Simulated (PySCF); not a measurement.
(E)-1-bromo-1-fluoroprop-1-ene (C3H4BrF), SMILES C/C=C(\F)Br.

Coordinates come from a B3LYP-D3(BJ)/def2-SVP optimisation.

Computed with B3LYP-D3(BJ)/def2-SVP (PySCF 2.14.0).

Frequencies are harmonic and unscaled.

Task: List the normal modes with their intensities. (Estimate from the structure and the level; the computed values follow.)

Result: 
```csv
mode,ν (cm⁻¹),IR (km/mol),moving atoms (share of kinetic energy)
1,142,0.0,H 95 %
2,193,1.0,"C 66 %, H 29 %"
3,213,1.2,"C 45 %, F 28 %, H 19 %, Br 8 %"
4,341,3.3,"F 59 %, C 28 %"
5,362,3.1,"C 42 %, Br 37 %, F 12 %, H 10 %"
6,541,0.1,"C 85 %, F 8 %"
7,739,21.6,"C 52 %, H 25 %, F 22 %"
8,827,15.7,"H 89 %, C 10 %"
9,983,53.2,"C 58 %, H 41 %"
10,1045,0.3,"H 66 %, C 34 %"
11,1052,91.0,"C 46 %, H 29 %, F 25 %"
12,1147,59.4,"C 56 %, H 39 %"
13,1325,46.9,"H 62 %, C 33 %"
14,1398,2.9,"H 74 %, C 25 %"
15,1459,1.5,H 94 %
16,1459,8.0,H 96 %
17,1750,77.5,C 95 %
18,3025,24.5,H 97 %
19,3087,12.0,"H 91 %, C 9 %"
20,3143,5.7,"H 91 %, C 9 %"
21,3204,3.0,"H 92 %, C 8 %"
```
